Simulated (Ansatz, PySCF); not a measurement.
ZrF3, SMILES [F][Zr]([F])[F] (connectivity only; charge and spin as stated), neutral, multiplicity 2. Atoms are numbered in the order given.

```xyz
4

Zr     0.0000     0.0000     0.0000
F      1.9149     0.0000     0.0000
F     -0.9574    -1.6583     0.0000
F     -0.9574     1.6583     0.0000
```
Charge 0, spin multiplicity 2.

Geometry optimised at B3LYP-D3(BJ)/def2-TZVP. The multiplicity is an assumed one; other spin states were not compared. The isomer is the one that the SMILES or the coordinates give; other isomers of the formula were not compared. The def2 effective core potentials stand for the cores of Zr; spin–orbit coupling is left out.

Two levels are set side by side: PBE-D3(BJ)/def2-TZVP (Ansatz, a quantum-chemistry and plane-wave program) and B3LYP-D3(BJ)/def2-TZVP (Ansatz). Each level has its own optimised geometry; the coordinates shown are those of the second. Frequencies come from the Hessian of PySCF at each geometry. Differences are taken from unrounded values.

```csv
quantity,B3LYP-D3(BJ),PBE-D3(BJ),PBE-D3(BJ) minus B3LYP-D3(BJ)
mean bond length (Å),1.915,1.914,0.000
bond Zr1–F2 (Å),1.915,1.914,-0.001
bond Zr1–F3 (Å),1.915,1.914,0.000
bond Zr1–F4 (Å),1.915,1.914,0.000
highest harmonic wavenumber (cm⁻¹),666,659,-7
mean harmonic wavenumber (cm⁻¹),390,384,-7
zero-point energy (kcal/mol),3.35,3.29,-0.06
```

Here PBE gives about what the other level gives.
